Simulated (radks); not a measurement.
The ytterbium ion Yb67+, configuration [He] 2s1. Calculated with a radial shooting solver on a logarithmic mesh with Libxc functionals: scalar-relativistic Kohn-Sham, PBE, spin-polarised, spherical densities, finite nucleus; open shells are filled with parallel spins first (spin-orbit coupling, left out, can overturn this in heavy ions); Fermi nuclear charge, rms radius 5.3108 fm. Some entries of the table are withheld. Estimate them.

orbital  occ.  eigenvalue (eV)  <1/r> (bohr^-1)  r(max) (bohr)
1s up       1        -69455.37            80.88        0.01235
1s down     1        -69431.13            80.88        0.01235
2s up       1              (1)            19.87            (2)

Answer. 
(1) 2s up eigenvalue (eV): -17282.44
(2) 2s up r(max) (bohr): 0.06839
